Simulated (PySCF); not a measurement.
NaF, SMILES [F][Na].

The structure is a stationary point at B3LYP-D3(BJ)/def2-TZVPD.

The numbers are results of TDDFT-LC-ωPBE/def2-TZVPD in PySCF 2.14.0, not measurements.

Vertical excitations; the highest root listed may be one member of a degenerate set. Gas-phase values at a fixed geometry. State labels are in the subgroup C2v.

Computed UV-visible absorptions:
```tsv
state	symmetry	energy (eV)	λ (nm)	f	main pairs
S1	B1	5.18	239	0.019	HOMO−1→LUMO (degenerate set)
S2	B2	5.18	239	0.019	HOMO→LUMO (degenerate set)
S3	A1	5.52	224	0.046	HOMO−2→LUMO 78 %
S4	A2	6.92	179	0.000	HOMO−1→LUMO+2, HOMO→LUMO+1, HOMO−1→LUMO+5, HOMO→LUMO+4 (degenerate set)
S5	A1	6.92	179	0.000	HOMO→LUMO+2, HOMO−1→LUMO+1, HOMO→LUMO+5, HOMO−1→LUMO+4 (degenerate set)
S6	A2	6.93	179	0.000	HOMO→LUMO+1 30 %, HOMO−1→LUMO+2 30 %, HOMO→LUMO+4 18 %, HOMO−1→LUMO+5 18 %
S7	B1	7.14	174	0.007	HOMO−2→LUMO+1, HOMO−2→LUMO+4 (degenerate set)
S8	B2	7.14	174	0.007	HOMO−2→LUMO+2, HOMO−2→LUMO+5 (degenerate set)
S9	A1	7.15	173	0.018	HOMO−1→LUMO+1 33 %, HOMO→LUMO+2 33 %, HOMO→LUMO+5 15 %, HOMO−1→LUMO+4 15 %
S10	B1	7.26	171	0.043	HOMO−1→LUMO+3 39 %, HOMO−1→LUMO+6 30 %, HOMO−1→LUMO+7 15 %, HOMO−1→LUMO 10 %
T1	B1	5.07	245	0	HOMO−1→LUMO, HOMO−1→LUMO+7 (degenerate set)
T2	B2	5.07	245	0	HOMO→LUMO, HOMO→LUMO+7 (degenerate set)
T3	A1	5.22	237	0	HOMO−2→LUMO 74 %, HOMO−2→LUMO+7 13 %
T4	A1	6.76	183	0	HOMO→LUMO+2 27 %, HOMO−1→LUMO+1 27 %, HOMO→LUMO+5 18 %, HOMO−1→LUMO+4 18 %
```
Triplets are in the Tamm–Dancoff approximation, which puts them higher than full response would, so one can lie above its singlet here.
